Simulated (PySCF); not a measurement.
# Technetium: highly charged ions in a basis for the neutral atom

Tc¹⁶⁺ [Ar] 3d9, Tc¹⁷⁺ [Ar] 3d8. All numbers are calculated (PySCF 2.14, scalar relativity by spin-free X2C-1e, in x2c-SVPall). No spin-orbit coupling, so a gap to NIST mixes the basis error with missing relativistic terms.

Changed run: basis of the neutral atom used for a highly charged ion. This setting is unsound on purpose.

| species | method | sound run (hartree) | changed run (hartree) | converged |
| --- | --- | --- | --- | --- |
| Tc¹⁶⁺ | UHF | not run | -4180.23390 | yes |
| Tc¹⁶⁺ | TPSS | not run | -4181.54618 | yes |
| Tc¹⁶⁺ | r2SCAN | not run | -4181.68776 | yes |
| Tc¹⁷⁺ | UHF | not run | -4155.93795 | yes |
| Tc¹⁷⁺ | TPSS | not run | -4157.23272 | yes |
| Tc¹⁷⁺ | r2SCAN | not run | -4157.36824 | yes |

Ionisation energy of Tc¹⁶⁺:

```json
{"method": "UHF", "changed run (eV)": "661.13", "NIST (eV)": "655 ± 3"}
{"method": "TPSS", "changed run (eV)": "661.60", "NIST (eV)": "655 ± 3"}
{"method": "r2SCAN", "changed run (eV)": "661.77", "NIST (eV)": "655 ± 3"}
```

The contracted functions were made for the neutral atom and can be too rigid for a highly charged ion.
